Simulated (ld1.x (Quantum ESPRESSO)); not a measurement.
# Pseudopotential generation for O (Z = 8): PAW, LDA (PZ), scalar-relativistic.

```
Element                 : oxygen
Generator               : ld1.x (Quantum ESPRESSO) 7.5
Type                    : PAW
Functional              : LDA (PZ)
Relativity              : scalar-relativistic
Frozen core             : [He]
Valence charge          : 6
Reference configuration : 2s2 2p4
Partial waves           : 2s (bound): rcut 0.65, rcutus 0.80 bohr; 2s channel at -1.35 Ry: rcut 0.65, rcutus 0.80 bohr; 2p (bound): rcut 0.75, rcutus 1.00 bohr; 2p channel at 0.25 Ry: rcut 0.75, rcutus 1.00 bohr; 3d channel at 0.05 Ry: rcut 0.80, rcutus 1.05 bohr; 3d channel at 0.5 Ry: rcut 0.80, rcutus 1.05 bohr
Local potential         : all-electron potential smoothed inside 1.00 bohr (lloc = -1)
Core correction         : Bessel-smoothed model core inside 0.50 bohr
Augmentation charge     : BESSEL, radius 0.60 bohr
```

* Cutoffs needed: 70 Ry and 120 Ry (the cutoffs (Ry, on a coarse ladder) from which the occupation-weighted sum of valence levels, in a spherical-Bessel basis at the reference potential, stays within 10 and 1 mRy of its value at 400 Ry)
* Ghost test: no extra level below or beside the all-electron valence levels (s, p, d, f tested) (spherical-Bessel basis up to 400 Ry, 20 bohr box)
* Configuration tests: test run stopped at test 6 of 9 (negative rho)
* Lowest eigenvalue of the overlap operator: 0.54 (s channel)
